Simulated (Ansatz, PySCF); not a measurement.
Gas-phase reaction in SMILES: Br (HBr) → Br atom + H atom (the Br-H bond at the site shown breaks; other sites are not compared here)
Each molecule is optimised on its own at B3LYP-D3(BJ)/def2-TZVP (Ansatz, a quantum-chemistry and plane-wave program).

Property: bond dissociation energy (enthalpy at 298 K, with B3LYP-D3(BJ) rigid-rotor harmonic-oscillator terms from PySCF), in kcal/mol. Correlated levels leave the core frozen unless marked. Open shells are spin-unrestricted. Spin-orbit coupling is left out. Frozen are the shells of the preceding noble gas and the d and f shells that filled before the atom's block. Non-relativistic. CBS marks a two-point X^-3 extrapolation of the correlation energy; Hartree-Fock from the larger set (for Q and 5 zeta extrapolated as (X+1)exp(-9√X)).

From measured enthalpies of formation at 298 K: 87.4 kcal/mol (Br (HBr) -8.6, ATcT 1.112; Br atom 26.7, ATcT 1.112; H atom 52.1, ATcT 1.112). It holds spin-orbit effects, which the calculations lack, and core correlation, which the frozen-core levels lack.

| level | program | bond dissociation energy (kcal/mol) | error against measurement |
|---|---|---|---|
| B97M-V/def2-TZVPD | Ansatz | 89.8 | 2.4 |
| PW6B95-D4/def2-TZVPD | PySCF + dftd4 | 89.7 | 2.3 |
| CAM-B3LYP-D4/def2-TZVPD | Ansatz + dftd4 | 88.9 | 1.5 |
| MP2/def2-SVP | Ansatz | 82.9 | -4.5 |
| MP2/cc-pVQZ | Ansatz | 89.1 | 1.7 |
| CCSD/cc-pV5Z | Ansatz | 88.8 | 1.4 |
| CCSD(T)/CBS(cc-pVQZ,cc-pV5Z) | Ansatz | 90.6 | 3.2 |
